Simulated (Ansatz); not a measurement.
`CN(C)c1cc2sc(-c3cc4sc(-c5cc6sc(C#N)cc6s5)cc4s3)cc2s1`, relaxed as a singlet with RKS PBE-D4/def2-SVP in Ansatz, starting from the GFN2-xTB geometry. Force threshold 0.03 eV/Å.

Single mean-field runs in def2-SVP are fitted with def2-universal-jkfit.

Start:

Cartesian coordinates in Å:
```
C -8.120 2.914 -1.081
N -7.353 2.010 -1.903
C -7.733 1.930 -3.293
C -6.063 1.720 -1.575
C -5.078 1.223 -2.394
C -3.902 0.948 -1.678
S -2.347 0.334 -2.108
C -1.808 0.471 -0.436
C -0.486 0.096 -0.085
C 0.521 -0.329 -0.922
C 1.696 -0.602 -0.219
S 3.273 -1.148 -0.663
C 3.784 -1.099 1.020
C 5.106 -1.481 1.370
C 6.108 -1.906 0.529
C 7.276 -2.217 1.232
S 8.840 -2.792 0.784
C 9.334 -2.775 2.469
C 10.623 -3.166 2.826
N 11.684 -3.488 3.126
C 8.341 -2.347 3.319
C 7.177 -2.031 2.614
S 5.606 -1.457 3.054
C 2.778 -0.678 1.860
C 1.604 -0.396 1.159
S 0.022 0.152 1.596
C -2.795 0.964 0.387
C -3.968 1.234 -0.318
S -5.532 1.866 0.097
H -7.896 2.736 -0.031
H -7.903 3.964 -1.313
H -9.182 2.730 -1.246
H -8.816 2.005 -3.363
H -7.284 2.729 -3.895
H -7.425 0.968 -3.700
H -5.175 1.071 -3.451
H 0.400 -0.427 -1.985
H 5.990 -1.986 -0.536
H 8.462 -2.272 4.385
H 2.898 -0.585 2.924
H -2.656 1.117 1.442
```

```tsv
step	energy (eV)	largest force component (eV/Å)	SCF passes
1	-89868.8629	3.512	24
2	-89869.2010	0.293	22
3	-89869.2325	0.089	22
4	-89869.2342	0.080	21
5	-89869.2358	0.026	22
6	-89869.2373	0.037	21
7	-89869.2383	0.061	21
8	-89869.2390	0.082	21
9	-89869.2396	0.071	21
10	-89869.2398	0.030	22
```

Force components are those of the run's own axes.

End:

```csv
atom,x (Å),y (Å),z (Å)
C1,-8.2219,2.8908,-1.0414
N2,-7.4352,2.0755,-1.9458
C3,-7.8155,2.0073,-3.3427
C4,-6.1437,1.7429,-1.6184
C5,-5.1522,1.2119,-2.4501
C6,-3.9643,0.9486,-1.7180
S7,-2.4028,0.2978,-2.1217
C8,-1.8311,0.4986,-0.4554
C9,-0.4924,0.1081,-0.1073
C10,0.5265,-0.3541,-0.9470
C11,1.7094,-0.6410,-0.2268
S12,3.2927,-1.2258,-0.6492
C13,3.8213,-1.1473,1.0388
C14,5.1615,-1.5377,1.3871
C15,6.1837,-1.9791,0.5422
C16,7.3680,-2.2702,1.2614
S17,8.9512,-2.8380,0.8280
C18,9.4639,-2.7859,2.5200
C19,10.7791,-3.1663,2.8689
N20,11.8772,-3.4850,3.1506
C21,8.4487,-2.3460,3.3741
C22,7.2677,-2.0571,2.6557
S23,5.6764,-1.4874,3.0800
C24,2.8028,-0.6866,1.8790
C25,1.6185,-0.4046,1.1630
S26,0.0300,0.1764,1.5840
C27,-2.8253,1.0424,0.3633
C28,-4.0178,1.2899,-0.3528
S29,-5.5828,1.9572,0.0538
H30,-8.1462,2.4946,-0.0056
H31,-7.9037,3.9621,-1.0234
H32,-9.2880,2.8456,-1.3372
H33,-8.9073,2.1611,-3.4322
H34,-7.2974,2.7718,-3.9702
H35,-7.5765,1.0064,-3.7584
H36,-5.2831,1.0307,-3.5221
H37,0.4018,-0.4642,-2.0321
H38,6.0614,-2.0780,-0.5442
H39,8.5858,-2.2498,4.4582
H40,2.9311,-0.5661,2.9630
H41,-2.6715,1.2505,1.4306
```

By distances, no bond broke or formed. The bond that changes most is C19–N20, from 1.15 to 1.18 Å (atoms count from 1).

The force fell under the threshold at step 5, but the optimiser went on and released 0.004 eV more. No frequencies were taken in this run, so the end may be a saddle point.

Hardware: 2 threads of AMD EPYC 7R13 on a shared host and a share (18 GiB) of an NVIDIA H100 80GB HBM3. Wall time 33 s, peak host memory 1 GiB.
